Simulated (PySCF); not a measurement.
# From a computed spectrum to the compound

A species of 5 atoms with charge 2 has these harmonic modes (B3LYP, small Gaussian bases with core potentials, PySCF 2.14.0):

| cm⁻¹ | km/mol | symmetry |
| --- | --- | --- |
| -24 | – | πu |
| -24 | – | πu |
| 165 | 1.7 | πu |
| 165 | 1.7 | πu |
| 169 | 58.0 | σu+ |
| 170 | 0.0 | πg |
| 170 | 0.0 | πg |
| 182 | 0.0 | σg+ |
| 2471 | 241.4 | σu+ |
| 2474 | 0.0 | σg+ |

Question: Which species is it, and in which structure?

Answer: [Pb(N2)2]2+ (singlet):
```xyz
5

Pb    0.0000    0.0000    0.0000
N     0.0000    0.0000    2.7045
N     0.0000    0.0000    3.8065
N     0.0000    0.0000   -2.7045
N     0.0000    0.0000   -3.8065
```
 Negative wavenumbers this small are taken as noise. 
 The answer isn't unique; the calculation gave this one.
